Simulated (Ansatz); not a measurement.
Species: sum formula BHCl, charge 1, multiplicity 1. 
Structure (B3LYP-D3(BJ)/def2-TZVP (Ansatz, a quantum-chemistry and plane-wave program) minimum search):
```xyz
3

B      0.0000     0.0000    -1.1260
Cl     0.0000     0.0000     0.4663
H      0.0000     0.0000    -2.2967
```
Charge +1, spin multiplicity 1.

Basis-set convergence of Hartree-Fock and CCSD(T) correlation energies (hartree) with Ansatz. Correlated levels leave the core frozen unless marked. No spin-orbit coupling. Non-relativistic.

```tsv
basis	functions	E(HF)	E(corr, CCSD(T))	rough core time
aug-cc-pV(D+d)Z	64	-484.47343	-0.24084	under 20 s
aug-cc-pV(T+d)Z	124	-484.49430	-0.30046	under 20 s
aug-cc-pV(Q+d)Z	215	-484.49910	-0.31963	23 s
```

Extrapolating the two largest sets (X = 3 and 4) as X^-3: E(corr) = (64·(-0.31963) - 27·(-0.30046))/37 = -0.3336 Eh, an estimate of the basis-set limit. The largest set recovers 95.8 % of it, the smallest 72.2 %.
